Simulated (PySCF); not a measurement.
The same groups moved round the core (naphthalene chloro+silyl). Gas-phase values, no solvent. Strings in code marks are SMILES.

Calculation: PBE0-D4/def2-TZVP // PBE0-D4/def2-SVP (PySCF). Delta-SCF ions had no search for a lower state. Excitations are Tamm–Dancoff values on a coarser integration grid. The basis has no diffuse functions, so Rydberg states are missing or too high.

| species | vertical ionisation energy (Delta-SCF) (eV) | dipole moment (D) | HOMO (eV) | S1 oscillator strength | brightest of the four lowest singlets (TDA) (eV) |
|---|---|---|---|---|---|
| `[SiH3]c1ccc2c(Cl)cccc2c1` | ___ | 1.27 | -6.53 | ___ | 5.90 |
| `c1(cc2ccc(cc2cc1)[SiH3])Cl` | 8.14 | 0.73 | -6.61 | 0.002 | 5.88 |
| `c1c2ccc(c(c2ccc1)Cl)[SiH3]` | 8.06 | 2.04 | -6.52 | ___ | 5.97 |
| `[SiH3]c1cccc2c(Cl)cccc12` | 8.10 | 0.55 | -6.55 | 0.162 | 4.34 |
| `[SiH3]c1cccc2ccc(Cl)cc12` | 8.15 | ___ | ___ | 0.043 | ___ |
| `c1c2cccc(Cl)c2c(cc1)[SiH3]` | 8.05 | 2.51 | ___ | 0.135 | 5.86 |

**Question.** Fill in the missing entries.

**Answer.** 
- `[SiH3]c1ccc2c(Cl)cccc2c1`, vertical ionisation energy (Delta-SCF) (eV): 8.08
- `[SiH3]c1ccc2c(Cl)cccc2c1`, S1 oscillator strength: 0.033
- `c1c2ccc(c(c2ccc1)Cl)[SiH3]`, S1 oscillator strength: 0.058
- `[SiH3]c1cccc2ccc(Cl)cc12`, dipole moment (D): 2.23
- `[SiH3]c1cccc2ccc(Cl)cc12`, HOMO (eV): -6.62
- `[SiH3]c1cccc2ccc(Cl)cc12`, brightest of the four lowest singlets (TDA) (eV): 5.95
- `c1c2cccc(Cl)c2c(cc1)[SiH3]`, HOMO (eV): -6.50
